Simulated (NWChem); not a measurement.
GaNH$_{2}$BrCl; SMILES [NH2][Ga]([Cl])[Br]

```xyz
6

Ga    -0.3649     0.4450    -0.0112
Cl     1.0499     2.0749     0.0147
Br     0.4216    -1.7167    -0.0099
N     -2.1445     0.8002     0.1135
H     -2.8045     0.0766    -0.1466
H     -2.4707     1.7251    -0.1423
```
Atoms are numbered in this order, from 1.

Level: B3LYP/6-31G* (spherical d) (NWChem), optimised geometry, unscaled harmonic frequencies. This build's default masses of Se (78.918 u) and Br (79.917 u) are each other's, which moves their modes by up to 0.6 %.

### Question
List the harmonic frequencies with IR intensities, and the thermochemistry.

### Answer
```csv
frequency (cm⁻¹),IR intensity (km/mol)
105,3.6
142,6.9
143,4.6
286,18.9
336,19.3
339,204.8
415,82.1
710,42.7
818,64.0
1586,25.9
3554,33.3
3665,32.1
```

| Item | Value |
|---|---|
| zero-point energy | 17.3 kcal/mol |
| thermal correction to the enthalpy at 298.15 K (with zero-point energy) | 22.0 kcal/mol |
| heat capacity Cv | 19.5 cal/(mol K) |
| entropy at 298.15 K and 1 atm (symmetry number 1) | 84.7 cal/(mol K) |
| dipole moment | 2.86 D |

Rigid rotor and harmonic oscillator.
